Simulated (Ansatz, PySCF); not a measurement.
Process, species as SMILES: OB(O)O[SiH2] → [O]B(O)O[SiH3]
Each molecule is optimised on its own at B3LYP-D3(BJ)/def2-TZVP (Ansatz, a program for electronic structure), one conformer each, not searched for the lowest.

Property: isomerisation energy (0 K, with B3LYP-D3(BJ) harmonic zero-point energies from PySCF), in kcal/mol. Cores are frozen in the correlated levels unless marked. Open shells are spin-unrestricted. Spin-orbit coupling is left out. Non-relativistic. CBS marks a two-point X^-3 extrapolation of the correlation energy; Hartree-Fock from the larger set.

| level | program | isomerisation energy (kcal/mol) |
|---|---|---|
| HF/STO-3G | Ansatz | -18.6 |
| HF/cc-pwCVTZ | Ansatz | 8.7 |

Question: Predict the CCSD(T)/CBS(cc-pV(T+d)Z,cc-pV(Q+d)Z) result (Ansatz).

Answer: 25.9 kcal/mol
